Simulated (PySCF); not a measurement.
Polarisability and C₆ of Tl (thallium, neutral)

[Xe] 4f14 5d10 6s2 6p1, 2P determinant. Calculation: PySCF 2.14, in aug-cc-pVQZ-PP with one added diffuse shell each of s, p, d, f, g type with ECP60MDF (8s8p6d4f3g, 117 functions); a scalar-relativistic core potential. Coupled (time-dependent) response in atomic units; α is the mean over directions.

```tsv
method	mean α (bohr³)	α xx, yy, zz	C₆ (like pair)	S(−4)
PBE0	78.97	55.60, 125.7, 55.60	823.3	4928
```

S(−4) is the Cauchy moment in α(ω) = α(0) + S(−4) ω² + …

Reference α: 50 ± 2 bohr³ (recommended; Schwerdtfeger and Nagle, table of static dipole polarizabilities (2023 update)). Published C₆: 509.0 (Gould and Bucko (2016)).

Spin-orbit coupling is absent.

α(iu) at PBE0:

```
u (hartree)  α(iu) (bohr³)
          0          78.97
     0.0500          69.11
      0.100          53.42
      0.200          33.28
      0.300          23.11
      0.500          13.65
      0.750          8.716
       1.00          6.276
       1.50          3.857
       2.00          2.649
       3.00          1.468
       5.00         0.6279
```

The components differ because the open shell of this determinant is not spherical; for a pure term their mean is the scalar polarisability.

Energies and moments cover only the electrons outside the core potential. Spin-orbit coupling, absent here, splits the open shell strongly.
